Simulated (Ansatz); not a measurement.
Basis-set extrapolation for `O=C1NB1O` (PBE0-D4/def2-TZVP geometry, frozen core, Ansatz). Multiplicity 1, RHF reference.

|  | def2-TZVPP | def2-QZVPP |
| --- | --- | --- |
| HF | -268.035181 | -268.047329 |
| MP2 correlation | -0.908358 | -0.976717 |
| CCSD(T) correlation | -0.954671 | not run |

Energies in hartree. Use E(X) = E(∞) + A·exp(−7.88·√X) for Hartree–Fock and E(X) = E(∞) + B·X^(−2.97) for correlation, with X = 3 and 4, and add CCSD(T) minus MP2 of the smaller set to the MP2 limit.

Task: What is the CCSD(T) energy at the basis-set limit?

Result: HF limit: -268.047329 + (-0.012148) × 0.13774 = -268.04900. MP2 limit: -0.976717 + (-0.068359) × 0.74074 = -1.02735. Higher-order term: -0.954671 − (-0.908358) = -0.04631. Total: -269.12266 hartree, 348.7 kJ/mol below CCSD(T)/def2-TZVPP.
